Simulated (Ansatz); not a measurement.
`C[C@H]1N[Si@H]1C` → `C/C([SiH3])=C\N`  (isomerisation)

Isolated molecules relaxed with PBE0-D4/def2-TZVP in Ansatz; ΔE leaves out vibrations. CCSD(T)/CBS is the MP2 limit (def2-TZVPP, def2-QZVPP) plus CCSD(T) − MP2 in def2-TZVPP, frozen cores. Functionals use def2-TZVPP. B3LYP here is the variant with VWN-RPA as its local correlation; programs differ in this. Each species was taken in one conformer, which may not be the lowest.

`C[C@H]1N[Si@H]1C`:

Z-matrix (Å, degrees):
```
C
C 1 1.504
H 1 1.093 2 110.8
H 1 1.092 2 111.2 3 120.3
H 1 1.096 2 111.1 3 -120.1
N 2 1.500 1 115.3 3 -168.0
Si 2 1.835 1 127.2 3 -96.0
H 2 1.092 1 113.1 3 57.5
H 6 1.009 2 116.3 1 -119.2
C 7 1.855 2 125.6 1 -3.2
H 7 1.486 2 117.2 1 152.5
H 10 1.093 7 110.9 2 99.8
H 10 1.093 7 110.6 2 -140.4
H 10 1.091 7 110.2 2 -20.7
```

`C/C([SiH3])=C\N`:

Cartesian coordinates in Å:
```
C 0.937 0.840 0.810
C 0.126 0.013 -0.150
Si 0.786 -0.423 -1.812
C -1.106 -0.406 0.192
N -1.753 -0.106 1.363
H 1.054 0.340 1.782
H 1.945 1.033 0.438
H 0.474 1.816 1.000
H 2.067 -1.184 -1.717
H 1.090 0.785 -2.635
H -0.212 -1.255 -2.541
H -1.700 -0.997 -0.498
H -2.512 -0.701 1.642
H -1.198 0.245 2.126
```

CCSD(T)/CBS gives +10.8 kJ/mol.

(1) Another level gave -13.3 kJ/mol. Which?
A. ωB97M-V/def2-TZVPP
B. CCSD/def2-TZVPP
C. HF/def2-TZVPP
D. B3LYP-D4/def2-TZVPP

Largest T1 diagnostic among the species: 0.012.

Answers

(1) C. HF/def2-TZVPP -13.3, CCSD/def2-TZVPP 8.7, B3LYP-D4 -2.8, ωB97M-V 13.3 kJ/mol.

In def2-TZVPP, CCSD(T) changes the Hartree–Fock value by +21.8 kJ/mol (the triples alone add −0.2 kJ/mol) and MP2 by +28.3 kJ/mol. From PBE to PBE0 (25 % exact exchange), in def2-TZVPP and without D4, ΔE moves by +3.2 kJ/mol.
